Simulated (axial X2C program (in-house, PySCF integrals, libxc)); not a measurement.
# VSi⁺: properties at the nuclei

Computed with an axial X2C code built on PySCF integrals: two-component X2C with atomic mean-field Coulomb and Gaunt terms, Gaussian nuclei, basis V dyall-cv3z, Si dyall-v3z with contracted cores.

R = 2.381 Å (near the PBE0 minimum at charge 1 of the determinant lowest at the starting distance; the state shown can have its own minimum elsewhere).

Input and command:
```json
{"zs": [23, 14], "q": 1, "bas": ["dyall-cv3z", "dyall-v3z"], "r0": 2.5, "levels": ["PBE0", "HF", "PBE50", "BP86", "LDA"], "nst": 3}
```
```bash
python soeom.py task.json out
```

Keys: zs atomic numbers; q charge; bas basis sets; r0 starting distance in Å; levels methods; nst determinants followed.

Determinant lowest in the PBE0 search, Ω = 3 (⟨Sz⟩ = 3.00, ⟨Lz⟩ = 0.00 at PBE0), spin on the atoms V 2.12, Si 0.88:

```csv
level,Eeff magnitude (GV/cm),Ws magnitude V (kHz),Ws magnitude Si (kHz),A∥/gI V (MHz),qzz V (a.u.),A∥/gI Si (MHz),qzz Si (a.u.)
PBE0,0.524,0.0534,0.0183,163,0.78,-2.34,-0.46
PBE50,0.595,0.0596,0.0204,135,0.75,-3.59,-0.39
BP86,0.444,0.0453,0.0166,208,0.86,7.83,-0.49
LDA,0.43,0.0439,0.0161,215,0.89,17.6,-0.53
```

Determinant 0.37 eV from it at PBE0 and this distance, Ω = 2 (⟨Sz⟩ = 2.00, ⟨Lz⟩ = 0.00 at PBE0), spin on the atoms V 1.84, Si 0.16:

```tsv
level	Eeff magnitude (GV/cm)	Ws magnitude V (kHz)	Ws magnitude Si (kHz)	A∥/gI V (MHz)	qzz V (a.u.)	A∥/gI Si (MHz)	qzz Si (a.u.)
PBE0	0.0614	0.0081	0.00139	-128	0.95	-30.8	-2.55
HF	0.119	0.0131	0.0138	-172	0.56	-26.3	-3.54
PBE50	0.0118	0.00796	0.011	-122	0.88	-9.32	-3.01
BP86	0.127	0.0181	0.00194	-182	0.73	-42.4	-2.03
LDA	0.146	0.0198	0.00317	-241	0.64	-45	-2.03
```

Eeff is the effective electric field on the electron electric dipole moment in this Ω state and Ws the scalar–pseudoscalar constant of the nucleus named (defined with the proton number Z and per Ω); A∥ (defined per Ω) follows by multiplying with gI = μI/(I μN); qzz is the electric field gradient, eQq0 = 234.96 MHz × Q/barn × qzz. The operators were transformed with the bare-nucleus X2C matrices; with these basis sets, hyperfine constants and field gradients can be off by tens of per cent, and where levels differ in sign neither size nor sign is settled.

Task: With gI(51V) = 1.4711, Q(51V) = -0.052 barn (g factors from the IAEA table of nuclear moments by Stone; Q from Pyykkö, Mol. Phys. 2018), turn the PBE0 values of the first state into constants in MHz.

Result: A∥(51V) = 163 × 1.4711 = 240 MHz; eQq0(51V) = 234.96 × (-0.052) × (0.78) = -9.53 MHz.

Each state is one determinant with collinear spin, which with several unpaired electrons need not be a pure state. Unrestricted Hartree–Fock can overshoot spin polarisation at the nuclei. In the state Ω = 2 the sign of Eeff differs between levels (HF against PBE0). This is the top spin component of a Σ state; components of lower Ω are not single determinants and can lie lower. With several open shells hyperfine constants can be off by a factor of several. Where Eeff spreads by more than a factor of two the levels disagree and none is to be relied on. Open-shell Ω = 0 determinants with evenly filled partner blocks cannot be reached by this program, so the Ω shown need not be the lowest component. Left out as unconverged or as another state under the same occupation: HF in at least one table. States lie within half an eV, so the first need not be the ground state. The sign of Ws at V differs between levels in the second state. The sign of Ws at Si differs between levels in the second state. Further determinants of the search, some of them spin-mixed, are not shown. Where a field gradient or hyperfine factor spreads by more than a factor of two over the levels, a constant derived from it is not to be relied on. PBE0 term energies can be off by some tenths of an eV.
